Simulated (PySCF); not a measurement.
Compound: C₃H₆O₃S.
Cartesian coordinates in Å at the PBE0-D3(BJ)/def2-SVP level; atoms count from 1:
```xyz
13
C3H6O3S angstrom
C     -2.4714    0.4760    0.0808
C     -1.3743   -0.2732    0.1109
S     -0.1986   -0.1643   -1.1982
O      0.1878   -1.5127   -1.5714
O     -0.6529    0.8045   -2.1672
O      1.0580    0.5364   -0.4491
C      2.0390   -0.2913    0.1594
H     -3.2246    0.4030    0.8694
H     -2.6368    1.1772   -0.7420
H     -1.1325   -1.0083    0.8835
H      2.9299    0.3368    0.2840
H      1.7029   -0.6424    1.1488
H      2.2744   -1.1543   -0.4785
```

Method used: core-valence-separated Tamm–Dancoff BHandHLYP/aug-pcX-1 (pcseg-1 on H, def2-SVPD on S) in PySCF, non-relativistic, gas phase, PBE0-D3(BJ)/def2-SVP geometry. No empirical shift is added; at this level the pattern usually sits a few eV under experiment.

(1) List the carbon K-edge absorption lines.

(2) List the oxygen K-edge absorption lines.

## Answers

(1) 
```tsv
E (eV)	f	core hole on	main final orbital	polarisation
282.12	0.0662	C1	LUMO (86 %)	normal to the local trigonal plane
282.96	0.0531	C2	LUMO (89 %)	normal to the local trigonal plane
286.56	0.0114	C1	LUMO+1 (53 %)	in the local trigonal plane
286.59	0.0466	C7	spread	–
286.70	0.0425	C2	LUMO+1 (37 %)	in the local trigonal plane
286.92	0.0246	C2	spread	in the local trigonal plane
287.25	0.0033	C7	LUMO+2 (44 %)	–
287.30	0.0228	C1	spread	in the local trigonal plane
287.58	0.0210	C7	LUMO (52 %)	–
288.00	0.0027	C1	spread	in the local trigonal plane
288.00	0.0293	C7	spread	–
288.07	0.0015	C2	LUMO+2 (58 %)	mixed
288.31	0.0263	C7	LUMO+5 (41 %)	–
288.33	0.0065	C1	LUMO+7 (39 %)	normal to the local trigonal plane
288.59	0.0029	C2	spread	mixed
```

The first line with a tenth or more of the strongest one's intensity is at 282.12 eV (f = 0.066), with the hole on C1 (terminal =CH2 carbon), polarised normal to the local trigonal plane: a 1s→π* resonance. It is also the strongest listed.

(2) 
```
E (eV)       f  core hole on          main final orbital
531.99  0.0194            O4                 LUMO (74 %)
532.16  0.0154            O5                 LUMO (72 %)
532.65  0.0326            O5                      spread
532.76  0.0387            O6                 LUMO (39 %)
532.78  0.0294            O4                      spread
533.80  0.0492         O4/O5  spread (2 roots, f summed)
534.16  0.0061            O4               LUMO+1 (54 %)
534.22  0.0156            O5                      spread
534.47  0.0101            O5                      spread
534.59  0.0112            O6                 LUMO (51 %)
534.73  0.0351            O6                      spread
534.75  0.0093            O4                      spread
534.78  0.0016            O5               LUMO+1 (59 %)
534.84  0.0065            O4               LUMO+2 (32 %)
```

The first line with a tenth or more of the strongest one's intensity is at 531.99 eV (f = 0.019), with the hole on O4 (sulfonyl oxygen). The strongest listed is at 533.80 eV (f = 0.049, sum of 2; O4/O5).

Roots within 0.03 eV whose holes lie on the same, on equivalent or on shared atoms are summed into one line, and the highest roots are left out, as the search may have cut off their partners. Final orbitals are the ground state's empty Kohn–Sham orbitals. A dash: too weak, shared between unlike atoms, or no plane or axis to refer to.

What length of transition dipole belongs to the line at 287.58 eV?

From f = (2/3) ΔE |μ|² in atomic units, with ΔE = 10.568 Eh and f = 0.0210: |μ| = 0.055 au = 0.14 D.

Only the lowest roots of each edge were sought.

Time: 23 s; peak memory 0.97 GiB. Hardware: Arm Neoverse V1, one thread, no GPU (shared host).

One conformer stands for the species.
